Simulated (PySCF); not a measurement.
# Electron correlation in O⁺ (oxygen, charge +1)

[He] 2s2 2p3, high-spin 4S determinant. Calculation: PySCF 2.14, in aug-cc-pVDZ (4s3p2d, 23 functions); no relativity, point nucleus. Frozen: 1s2; 5 electrons correlated.

MP2 pair energies summed by pair of shells (mhartree):

| pair | energy | share (%) |
| --- | --- | --- |
| 2s-2p | -47.72 | 66.1 |
| 2p-2p | -17.01 | 23.5 |
| 2s-2s | -7.50 | 10.4 |

Total MP2 correlation energy: -72.23 mhartree.

Same-spin part -20.03 and opposite-spin part -52.20 mhartree; SCS-MP2 scales them by 1/3 and 6/5 to -69.32 mhartree.

```
  level  correlation energy (mhartree)
   CCSD                         -88.20
    (T)                          -0.79
CCSD(T)                         -88.99
```

Diagnostics: T1 = 0.0046, D1 = 0.0068, largest double amplitude 0.029.

Cost of the coupled-cluster step: 0.23 s of wall time on 1 thread of Neoverse-N1 (shared host), for 5 correlated electrons.

Iterations:

```
CC2 = 0
CCSD nocc = (np.int64(4), np.int64(1)), nmo = (22, 22)
frozen orbitals [[0], [0]]
max_cycle = 100
direct = 0
conv_tol = 1e-08
conv_tol_normt = 1e-06
diis_space = 8
diis_start_cycle = 0
Init t2, MP2 energy = -0.0722280666114366
Init E_corr(UCCSD) = -0.0722280666115133
cycle = 1  E_corr(UCCSD) = -0.0844856997841216  dE = -0.0122576332  norm(t1,t2) = 0.0267321
cycle = 2  E_corr(UCCSD) = -0.0870919760662963  dE = -0.00260627628  norm(t1,t2) = 0.00880404
cycle = 3  E_corr(UCCSD) = -0.0882422056610753  dE = -0.00115022959  norm(t1,t2) = 0.00356587
cycle = 4  E_corr(UCCSD) = -0.0881926839249619  dE = 4.95217361e-05  norm(t1,t2) = 0.000572623
cycle = 5  E_corr(UCCSD) = -0.0882002074995384  dE = -7.52357458e-06  norm(t1,t2) = 0.00014604
cycle = 6  E_corr(UCCSD) = -0.0882000174565203  dE = 1.90043018e-07  norm(t1,t2) = 1.30663e-05
cycle = 7  E_corr(UCCSD) = -0.0882001318149696  dE = -1.14358449e-07  norm(t1,t2) = 1.50192e-06
cycle = 8  E_corr(UCCSD) = -0.0882001464376447  dE = -1.46226751e-08  norm(t1,t2) = 3.30077e-07
cycle = 9  E_corr(UCCSD) = -0.088200143697312  dE = 2.74033271e-09  norm(t1,t2) = 3.73261e-08
UCCSD converged
E(UCCSD) = -74.44169799584216  E_corr = -0.08820014369731199
UCCSD(T) correction = -0.000785683447089959
```
